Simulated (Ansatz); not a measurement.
Level of theory: frozen-core CCSD(T)/cc-pVTZ // PBE0-D3(BJ)/def2-TZVP (Ansatz, a program for electronic structure).

Ansatz 0.2 input:
```yaml
crystal:
  periodic: [false, false, false]
  atoms:
    - { symbol: N, position_ang: [0.661177, -0.028121, 0.201828] }
    - { symbol: C, position_ang: [-0.631207, 0.027558, -0.187443] }
    - { symbol: O, position_ang: [-1.56699, 0.219428, 0.548672] }
    - { symbol: H, position_ang: [0.888205, 0.096836, 1.174012] }
    - { symbol: H, position_ang: [1.397843, -0.191347, -0.459365] }
    - { symbol: H, position_ang: [-0.749029, -0.124354, -1.277705] }
basis:
  gaussian: { orbitals: cc-pVTZ }
correlation:
  method: ccsd_t
```

Output:

```
Functional definition: HF
771 factors; integrals over basis functions are off by at most 1.2e-3 eV
mean field evaluation 1: about -4595.7397 eV, gradient 3.9e1 eV
mean field evaluation 2: about -4595.7425 eV, gradient 3.9e1 eV
mean field evaluation 4: about -4598.7253 eV, gradient 4.0e0 eV
mean field evaluation 8: about -4598.7756 eV, gradient 4.0e-1 eV
mean field evaluation 16: about -4598.7216 eV, gradient 4.0e0 eV
mean field -4598.77715961 eV, -169.0019434527 hartree, gradient 3.7e-6 eV, S^2 0.000000; 0 other end points of the search recorded, 0 dependent functions left out
3 core orbitals not correlated
reference -4598.77715961 eV, -169.0019434527 hartree; 9, 9 occupied and 120, 120 virtual orbitals, 771 factors
second order -16.41667879 eV of doubles, -0.00000000 eV of singles
cycle   1  -16.19951522 eV  change    2.2e-1 eV  update   9.7e-2
cycle   2  -16.60775422 eV  change   -4.1e-1 eV  update   3.1e-2
cycle   3  -16.71749598 eV  change   -1.1e-1 eV  update   1.6e-2
cycle   4  -16.70527226 eV  change    1.2e-2 eV  update   4.5e-3
cycle   5  -16.70153819 eV  change    3.7e-3 eV  update   2.0e-3
cycle   6  -16.70258911 eV  change   -1.1e-3 eV  update   6.3e-4
cycle   7  -16.70230924 eV  change    2.8e-4 eV  update   2.1e-4
cycle   8  -16.70216555 eV  change    1.4e-4 eV  update   6.4e-5
cycle   9  -16.70217415 eV  change   -8.6e-6 eV  update   2.7e-5
cycle  10  -16.70217649 eV  change   -2.3e-6 eV  update   9.9e-6
perturbative correction -0.69979636 eV, -0.0257170420 hartree
Total energy: -4616.17913247 eV, -169.6414541596 hartree
```

Cost: roughly 14 core-seconds.
